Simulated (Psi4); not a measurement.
C$_{2}$H (SMILES [C-]#C), charge -1, singlet, at a GFN2-xTB geometry (a gas-phase anion, which may not be bound at this level); B3LYP/cc-pVTZ (Psi4).

Input for Psi4:
```
memory 2 GB

molecule mol {
-1 1
C    -0.000000   -0.000000   -0.479965
C     0.000000    0.000000    0.746059
H    -0.000000   -0.000000   -1.596566
}

set {
  basis cc-pvtz
  reference rks
  scf_type pk
  puream true
  d_convergence 1e-8
  dft_radial_points 99
  dft_spherical_points 590
}

energy('b3lyp')
print_variables()
```

It wrote (shortened):

```
   => Loading Basis Set <=

    Name: CC-PVTZ
    Role: ORBITAL
    Keyword: BASIS

         ---------------------------------------------------------
                                   SCF
               by Justin Turney, Rob Parrish, Andy Simmonett
                          and Daniel G. A. Smith
                              RKS Reference
         ---------------------------------------------------------

  ==> Geometry <==

    Molecular point group: c2v
    Full point group: C_inf_v

    Geometry (in Angstrom), charge = -1, multiplicity = 1:

       Center              X                  Y                   Z               Mass
    ------------   -----------------  -----------------  -----------------  -----------------
         C            0.000000000000     0.000000000000    -0.543307926366    12.000000000000
         C            0.000000000000     0.000000000000     0.682716073634    12.000000000000
         H            0.000000000000     0.000000000000    -1.659908926366     1.007825032230

  Running in c2v symmetry.

  Rotational constants: A = ************  B =      1.41515  C =      1.41515 [cm^-1]
  Rotational constants: A = ************  B =  42425.06294  C =  42425.06294 [MHz]
  Nuclear repulsion =   19.737193163896467

  Charge       = -1
  Multiplicity = 1
  Electrons    = 14
  Nalpha       = 7
  Nbeta        = 7

  ==> Algorithm <==

  SCF Algorithm Type is PK.
  DIIS enabled.
  MOM disabled.
  Fractional occupation disabled.
  Guess Type is SAD.
  Energy threshold   = 1.00e-06
  Density threshold  = 1.00e-08
  Integral threshold = 1.00e-12

  ==> Primary Basis <==

  Basis Set: CC-PVTZ
    Blend: CC-PVTZ
    Number of shells: 26
    Number of basis functions: 74
    Number of Cartesian functions: 85
    Spherical Harmonics?: true
    Max angular momentum: 3

  ==> DFT Potential <==

   => LibXC <=

    Version 7.1.2
    S. Lehtola, C. Steigemann, M. J. T. Oliveira, and M. A. L. Marques,  SoftwareX 7, 1–5 (2018) (10.1016/j.softx.2017.11.002)

   => Composite Functional: B3LYP <=

    B3LYP Hyb-GGA Exchange-Correlation Functional

    P. J. Stephens, F. J. Devlin, C. F. Chabalowski, and M. J. Frisch,  J. Phys. Chem. 98, 11623 (1994) (10.1021/j100096a001)

    Deriv               =              1
    GGA                 =           TRUE
    Meta                =          FALSE

    Exchange Hybrid     =           TRUE
    MP2 Hybrid          =          FALSE

   => Exchange Functionals <=

    0.0800   Slater exchange
[...]
   @RKS iter   6:   -76.73930990513855   -8.19833e-05   2.15761e-05 DIIS
   @RKS iter   7:   -76.73931050781704   -6.02678e-07   3.00429e-06 DIIS
   @RKS iter   8:   -76.73931051855286   -1.07358e-08   5.93474e-07 DIIS
   @RKS iter   9:   -76.73931051889851   -3.45651e-10   1.25403e-07 DIIS
   @RKS iter  10:   -76.73931051891338   -1.48788e-11   2.40923e-09 DIIS
  Energy and wave function converged.

  ==> Post-Iterations <==

   Electrons on quadrature grid:
      Ntotal   =   14.0000000041 ; deviation = 4.053e-09

    Orbital Energies [Eh]
    ---------------------

    Doubly Occupied:

[...]
       5A1    -0.003028

    Virtual:

[...]
      33A1    14.284926

    Final Occupation by Irrep:
             A1    A2    B1    B2
    DOCC [     5,    0,    1,    1 ]
    NA   [     5,    0,    1,    1 ]
    NB   [     5,    0,    1,    1 ]

  @RKS Final Energy:   -76.73931051891338

   => Energetics <=

    Nuclear Repulsion Energy =             19.7371931638964675
    One-Electron Energy =                -145.3379095312633069
    Two-Electron Energy =                  58.0201016422706957
    DFT Exchange-Correlation Energy =      -9.1586957938172304
    Empirical Dispersion Energy =           0.0000000000000000
    VV10 Nonlocal Energy =                  0.0000000000000000
    Total Energy =                        -76.7393105189133848

Computation Completed

Properties will be evaluated at   0.000000,   0.000000,   0.000000 [a0]

Properties computed using the SCF density matrix

 Multipole Moments:

 ------------------------------------------------------------------------------------
     Multipole            Electronic (a.u.)      Nuclear  (a.u.)        Total (a.u.)
 ------------------------------------------------------------------------------------

 L = 1.  Multiply by 2.5417464519 to convert [e a0] to [Debye]
 Dipole X            :          0.0000000            0.0000000            0.0000000
 Dipole Y            :          0.0000000            0.0000000            0.0000000
 Dipole Z            :          0.4101616           -1.5561140           -1.1459523
 Magnitude           :                                                    1.1459523

 ------------------------------------------------------------------------------------

  Variable Map:
  ----------------------------------------------------------------------------
[...]
  Array Variable Map:
  ----------------------------------------------------------------------------
[...]
[...]
```
